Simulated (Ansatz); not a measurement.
Total energies of the cluster Na3S⁺ (the lowest singlet isomer of a short search) from Ansatz at r2SCAN-D4/def2-TZVP, gas phase (1 Eh = 27.2114 eV = 2625.5 kJ/mol). The reference geometry is relaxed at PBE0-D4/def2-TZVP.

```xyz
4

Na   -1.352    1.697   -1.210
Na    2.477    0.199    0.061
Na   -1.126   -1.894    1.151
S     0.001   -0.002   -0.002
```

| state | geometry | energy (Eh) |
| --- | --- | --- |
| charge 1 singlet | reference | -884.91928 |
| charge 0 doublet | reference | -885.04476 |
| charge 1 triplet | relaxed at PBE0-D4/def2-TZVP | -884.82326 |
| charge 1 quintet | relaxed at PBE0-D4/def2-TZVP | -884.68126 |

(1) Work out the vertical electron affinity, to the doublet.

(2) Which of the charge 1 states is lowest, and how far above it are the others?

(1) E(charge 1 singlet) − E(charge 0 doublet) = -884.91928 − (-885.04476) = 0.12548 Eh = 3.41 eV.

(2) The singlet. triplet: -884.82326 − (-884.91928) = 0.09602 Eh = 252.1 kJ/mol; quintet: -884.68126 − (-884.91928) = 0.23802 Eh = 624.9 kJ/mol. The quintet has fallen apart, so its energy is that of loose fragments and no spin gap. The triplet differs in its bonds from the reference. The quintet differs in its bonds from the reference.

The structure comes from a short search, and lower isomers may exist.
